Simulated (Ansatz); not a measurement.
Two isomers of C2H8SeSi: A = `CC[Se][SiH3]`, B = `[SiH3]CC[SeH]`.

Calculated with Ansatz (gas phase, PBE0-D4/def2-TZVP geometries, no zero-point term in ΔE). CCSD(T)/CBS is the MP2 limit (def2-TZVPP, def2-QZVPP) plus CCSD(T) − MP2 in def2-TZVPP, frozen cores. DFT in def2-TZVPP. B3LYP here is the variant with VWN-RPA as its local correlation; programs differ in this. For Se outer-core shells are correlated without core-valence functions, which leaves a few kJ/mol of doubt a bond. Scalar relativity is left out up to krypton. Each species was taken in one conformer, which may not be the lowest.

Problem. Which is lower in electronic energy at CCSD(T)/CBS, and by how much? (Best estimate.)

Solution. Ansatz gave: A, by 16.6 kcal/mol.

Problem. Give E(B) − E(A) in kcal/mol with r2SCAN-D4, HF/def2-TZVPP, CCSD(T)/def2-TZVPP, B2PLYP, PBE0-D4, B3LYP-D4, ωB97M-V. (Estimate.)

Solution. Ansatz gave: r2SCAN-D4 16.7, HF/def2-TZVPP 17.0, CCSD(T)/def2-TZVPP 15.6, B2PLYP 16.3, PBE0-D4 16.7, B3LYP-D4 16.1, ωB97M-V 15.7. None reverses the order clearly.

Largest T1 diagnostic: 0.010.
